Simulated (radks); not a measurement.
Excited configurations of Au I: one electron is placed in a higher orbital outside [Xe] 4f14 5d10. The ground configuration is [Xe] 4f14 5d10 6s1. Calculated with a radial shooting solver on a logarithmic mesh with Libxc functionals: Dirac Kohn-Sham, BLYP, spin-unpolarised, spherical densities, finite nucleus; open shells fill j = l - 1/2 first; Fermi nuclear charge, rms radius 5.4371 fm. Excitation = E - E(ground); binding = E(ion) - E, where the ion is the core of charge +1; n* = 1/sqrt(2 binding) in atomic units, and the quantum defect is n - n*.

outer orbital  excitation (eV)  binding (eV)     n*  eigenvalue (eV)  <r> (bohr)
6p1/2                    4.759         4.718  1.698           -2.051       4.100
6d3/2                    7.993         1.484  3.028           -0.577       10.46
7s1/2                    6.953         2.524  2.322           -1.395       8.237
7p1/2                    7.644         1.833  2.724           -0.965       10.53

The Delta-SCF ionisation energy is 9.477 eV (NIST Atomic Spectra Database: 9.226 eV, measured). Self-interaction in the functional shifts the binding energies and quantum defects, so they are the method's values and not measured ones. Spin polarisation and multiplet splitting are left out, so open shells lie too high by an amount that depends on their filling.

Beside tabulated values, note that spin-unpolarised runs miss the spin-polarisation part of the exchange energy of open shells.
